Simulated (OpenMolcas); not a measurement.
Re5+: moving the ligands

Re5+ with 4 ligands (fluoride) in square-planar coordination (D4h) at 1.76 Å. Ligand basis ANO-RCC-VDZP.
```
Re    0.0000    0.0000    0.0000
F     1.7600    0.0000    0.0000
F     0.0000    1.7600    0.0000
F    -1.7600    0.0000    0.0000
F     0.0000   -1.7600    0.0000
```

```
Program             : OpenMolcas 26.06
Method              : CASSCF
Basis               : ANO-RCC-VTZP [8s7p5d3f2g1h]
Scalar Hamiltonian  : DKH2, point nucleus
Active space        : 2 electrons in 5 orbitals (5d)
State averaging     : 2S+1 = 3 even, 10 roots; 2S+1 = 1 even, 15 roots
Spin-orbit coupling : state interaction with AMFI integrals over the reference wave functions
```

Runs around this geometry, states (labels of D4, the rotations of D4h). Energies in cm-1 above the lowest state or level, χT in cm3 K/mol.

```tsv
R (Å)	Ground state	First state of that spin	First gap with spin-orbit (degeneracies)	χT at 300 K	First state of another spin
1.71	3E	9130	3793 (1, 1)	0.043	2S+1 = 1: 162.0
1.76	3E	8153	3436 (1, 1)	0.046	2S+1 = 1: 2208
1.84	3E	6404	3257 (1, 2)	0.041	2S+1 = 1: 4759
```

An orbital doublet at a regular site is open to a Jahn-Teller distortion, which this geometry leaves out. Without dynamic correlation the repulsion within the d shell is too large (B by tens of per cent), so at a given field states of lower spin stand too high. With metal d orbitals alone the field can be off either way by tens of per cent. Ligand-to-metal charge-transfer states are missing. With no ligand orbital active B as a rule stays too high, so bands that hang on it stand too high and its fall with covalency is understated. Spin-orbit coupling mixes the spin-free states strongly: the lowest level takes only 65 % from its leading state, 3E (holds for R = 1.71). The least metal-like active orbital is 66 % on the metal (Löwdin) and no ligand orbital is active, so the numbers are rough (holds for R = 1.71). The least metal-like active orbital is 67 % on the metal (Löwdin) and no ligand orbital is active, so the numbers are rough (holds for R = 1.76; R = 1.84). No measured value stands beside these numbers; the geometry was imposed, not optimised, and the real ion may take another.

A state without a sure symmetry label is named by its multiplicity alone.
